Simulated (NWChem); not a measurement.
Species: C3H8O2; SMILES COCCO

```xyz
13

C      0.2230     2.3484    -0.0190
O     -0.4726     1.1433     0.0187
C      0.3482     0.0182    -0.0225
C     -0.5230    -1.2247    -0.0030
O      0.2363    -2.3998    -0.0594
H      0.8245     2.4533    -0.9442
H      0.9099     2.4599     0.8443
H     -0.5110     3.1661     0.0135
H      0.9821     0.0062    -0.9335
H      1.0434     0.0005     0.8475
H     -1.1767    -1.2144    -0.8887
H     -1.1866    -1.1826     0.8828
H      0.7155    -2.4884     0.7706
```
Atoms are numbered in this order, from 1.

Results from NWChem. All runs use the structure optimised with PBE0/def2-SVP. Not confirmed as a minimum by frequencies. Ions are spin-unrestricted doublets at the neutral geometry; other ion states weren't tried.

Q: Estimate the computed values for B3LYP/def2-SVP. Quantities: vertical ionisation energy, ΔSCF (eV); −ε(HOMO) (eV).

A: 
```json
{
  "vertical ionisation energy, ΔSCF (eV)": "9.67",
  "−ε(HOMO) (eV)": "7.15"
}
```
